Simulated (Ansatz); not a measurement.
One change: `C[CH](C)[Sn][CH](C)C` becomes `C[CH](C)[Sn][Cl]`.

Ansatz, PBE0-D4/def2-TZVP geometries, multiplicity 1. Each molecule was computed in one conformer, which needn't be the lowest.

Elements past krypton have def2 core potentials.

| property | `C[CH](C)[Sn][CH](C)C` |
| --- | --- |
| HOMO–LUMO gap (B3LYP/def2-TZVPP) / eV | 2.90 |
| LUMO energy (ωB97M-V/def2-TZVPP) / eV | -0.61 |
| size of the dipole moment (B3LYP/def2-TZVPP) / D | 0.51 |
| size of the dipole moment (PBE/def2-TZVPP) / D | 0.60 |
| HOMO–LUMO gap (PBE/def2-TZVPP) / eV | 1.62 |
| HOMO energy (ωB97M-V/def2-TZVPP) / eV | -7.63 |

**Question.** What does the change do to each property? (Estimate.)

**Answer.** The calculation gave: 
```csv
property,`C[CH](C)[Sn][Cl]`,shift
HOMO–LUMO gap (B3LYP/def2-TZVPP) / eV,3.11,0.21
LUMO energy (ωB97M-V/def2-TZVPP) / eV,-0.99,-0.38
size of the dipole moment (B3LYP/def2-TZVPP) / D,2.85,2.34
size of the dipole moment (PBE/def2-TZVPP) / D,2.69,2.09
HOMO–LUMO gap (PBE/def2-TZVPP) / eV,1.81,0.19
HOMO energy (ωB97M-V/def2-TZVPP) / eV,-8.28,-0.65
```

With PBE0 the HOMO falls by 0.65 eV and the LUMO falls by 0.42 eV, so the gap widens by about 0.23 eV. PBE moves the HOMO by -0.57 eV and ωB97M-V by -0.65 eV. Dipoles are sizes alone; their direction can turn.

B3LYP here is the variant with VWN-RPA as its local correlation; programs differ in this.
